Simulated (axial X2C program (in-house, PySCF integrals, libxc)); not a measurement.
# MoH along the bond: HF, two-component

Calculated with an in-house all-electron X2C program for linear molecules (integrals from PySCF). Two-component (2c) means X2C with spin–orbit coupling and atomic mean-field two-electron Coulomb and Gaunt terms. Basis: Mo dyall-cv3z [11s12p9d5f3g], H dyall-v3z [6s2p1d] (cores contracted in-house); Gaussian nuclei, density fitting, unrestricted open shells. Masses: Mo 97.905 u, H 1.008 u.

State: Ω = 5/2 (⟨Sz⟩ = 2.50, ⟨Lz⟩ = 0.00 at HF). Dipoles are positive if H is the positive end.

| R (Å) | μ (D) | HOMO (eV) | LUMO (eV) |
| --- | --- | --- | --- |
| 1.496 | -2.431 | -7.19 | 0.49 |
| 1.564 | -2.670 | -7.27 | 0.44 |
| 1.616 | -2.854 | -7.34 | 0.39 |
| 1.667 | -3.039 | -7.40 | 0.34 |
| 1.719 | -3.224 | -7.46 | 0.29 |
| 1.779 | -3.435 | -7.53 | 0.23 |
| 1.839 | -3.636 | -7.59 | 0.16 |
| 1.917 | -3.868 | -7.64 | 0.08 |
| 2.011 | -4.083 | -7.65 | -0.02 |
| 2.149 | -4.179 | -7.52 | -0.12 |

(1) The minimum lies at 1.780 Å. What is the dipole moment there, and its slope?

The state is one determinant whose occupation by symmetry is held fixed; it was picked as the lowest of a PBE0 search that is not exhaustive. With several unpaired electrons one determinant need not be a pure state. This is the top spin component of a Σ state; components of lower Ω are not single determinants and can lie lower. The determinant is spin-polarised beyond a pure state at some levels (its spin-free form has ⟨S²⟩ too high), which makes Re and μ there less reliable.

Answers

(1) At HF, 2c, with the sign and origin stated: μ = -3.44 D, dμ/dR = -3.44 D/Å.
